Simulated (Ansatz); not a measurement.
Start from `CC(C)(C)[NH][In]([Cl])[Cl]` and change one atom or group to get `CC(C)(C)N[Si](Cl)(Cl)Cl`.

Ansatz, PBE0-D4/def2-TZVP geometries, multiplicity 1. Each molecule was computed in one conformer, which needn't be the lowest.

Elements past krypton have def2 core potentials.

| property | `CC(C)(C)[NH][In]([Cl])[Cl]` |
| --- | --- |
| HOMO energy (B3LYP/def2-TZVPP) / eV | -7.04 |
| size of the dipole moment (ωB97M-V/def2-TZVPP) / D | 3.56 |
| LUMO energy (PBE/def2-TZVPP) / eV | -2.77 |
| HOMO energy (PBE0/def2-TZVPP) / eV | -7.25 |
| LUMO energy (PBE0/def2-TZVPP) / eV | -1.90 |
| size of the dipole moment (PBE/def2-TZVPP) / D | 3.75 |

**Question.** Give the same properties after the change, and the shifts. (An estimate is asked.)

**Answer.** Computed: 
```tsv
property	`CC(C)(C)N[Si](Cl)(Cl)Cl`	shift
HOMO energy (B3LYP/def2-TZVPP) / eV	-7.29	-0.25
size of the dipole moment (ωB97M-V/def2-TZVPP) / D	2.84	-0.72
LUMO energy (PBE/def2-TZVPP) / eV	-0.67	2.10
HOMO energy (PBE0/def2-TZVPP) / eV	-7.53	-0.28
LUMO energy (PBE0/def2-TZVPP) / eV	0.33	2.23
size of the dipole moment (PBE/def2-TZVPP) / D	2.81	-0.94
```

With PBE0 the HOMO falls by 0.28 eV and the LUMO rises by 2.23 eV, so the gap widens by about 2.51 eV. PBE moves the HOMO by -0.18 eV and ωB97M-V by -0.29 eV. Dipoles are sizes alone; their direction can turn.

Positive LUMOs are unbound, so they and the gaps depend on the basis.

B3LYP here is the variant with VWN-RPA as its local correlation; programs differ in this.
